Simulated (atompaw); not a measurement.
What the settings do to the PAW (atompaw) potential of Pb

Base potential:

atompaw 4.2.0.5 input, output lines left out:

```
Pb 82
GGA-PBESOL scalarrelativistic loggrid 2001 logderivrange -3 5 201
6 6 5 4 0 0
6 0 1.5
6 1 2.5
0 0 0
c
c
c
c
c
v
c
c
c
c
v
c
c
c
c
2
2.85 2.55 2.20 2.30
y
0.5
n
y
1.65
n
y
0.45
y
1.8
n
custom rrkj gramschmidtortho sinc
3 1 troulliermartins
1.95
1.95
2.85
2.85
2.85
2.85
```

All-electron outer shells of the reference configuration (PBEsol, scalar-relativistic, ld1.x):

```tsv
shell	level (eV)	outermost node (bohr)	outermost maximum (bohr)
5p	-86.74	0.49	0.88
5d	-22.03	0.52	1.07
6s	-12.67	1.01	1.95
6p	-3.89	1.18	2.60
```

Cutoffs, loose and tight: the cutoffs (Ry, on a coarse ladder) from which the occupation-weighted sum of valence levels, in a spherical-Bessel basis at the reference potential, stays within 10 and 1 mRy of its value at 400 Ry. They see the waves, projectors and local potential, not the compensation charge or the core. A dash means not determined.

A true bound ghost makes a file unfit for plane-wave use even where its test errors are small: the radial tests pick states by their node count and pass the ghost by.

| change | outcome | cutoff, loose | cutoff, tight | bound ghosts |
| --- | --- | --- | --- | --- |
| base | generated | 8 Ry | 12 Ry | s, d |
| removed wave 6d channel at 1.8 Ry: rc 2.85 bohr | generated | 8 Ry | 12 Ry | s |
| local potential troulliermartins scheme with l = 3 at 1 Ry, radius 1.18 bohr | failed: atompaw: The overlap operator has at least one negative eigenvalue! | – | – | – |
| local potential bessel scheme, radius 2.20 bohr | generated | 8 Ry | 18 Ry | none |
| core [Kr] 4d10 4f14 5s2, valence charge 20; reference 5p6 5d10 6s2 6p2; waves now 6s (bound): rc 1.95 bohr; 6s channel at -0.5 Ry: rc 1.95 bohr; 5p (bound): rc 1.10 bohr; 6p (bound): rc 1.70 bohr; 5d (bound): rc 1.45 bohr; 5d channel at 2.85 Ry: rc 1.95 bohr; 5f channel at -0.05 Ry: rc 1.95 bohr; 5f channel at 1.5 Ry: rc 1.95 bohr; local potential troulliermartins scheme with l = 4 at 1 Ry, radius 1.45 bohr; core correction smooth core density matched at 1.75 bohr; augmentation sinc compensation charge, radius 1.70 bohr; PAW radius 1.95 bohr; waves and projectors: custom rrkj gramschmidtortho | generated, no UPF (negative core plus compensation charge) | 80 Ry | 140 Ry | s |
| core correction smooth core density matched at 2.10 bohr | generated | 8 Ry | 12 Ry | s, d |
| functional LDA (PW92); removed wave 6d channel at 1.8 Ry: rc 2.85 bohr | generated | 8 Ry | 12 Ry | s |
| wave 6d channel at 1.8 Ry: rc 2.85 bohr becomes 6d channel at 2.25 Ry: rc 2.85 bohr | generated | 8 Ry | 12 Ry | s, d |
| wave 6s (bound): rc 1.95 bohr becomes 6s (bound): rc 2.30 bohr | generated | 6 Ry | 8 Ry | s, d |
| wave 6s channel at 0.5 Ry: rc 1.95 bohr becomes 6s channel at 0.5 Ry: rc 2.46 bohr | generated | 10 Ry | 18 Ry | s, d |
| all radii scaled by about 0.82 (s 1.60, p 2.34, d 2.34 bohr); local potential troulliermartins scheme with l = 3 at 1 Ry, radius 1.80 bohr; augmentation sinc compensation charge, radius 2.10 bohr; PAW radius 2.34 bohr; waves and projectors: custom rrkj gramschmidtortho; core correction smooth core density matched at 1.88 bohr | failed: atompaw: The overlap operator has at least one negative eigenvalue! | – | – | – |
| reference 6s2 6p2 | generated | 8 Ry | 12 Ry | s, d |
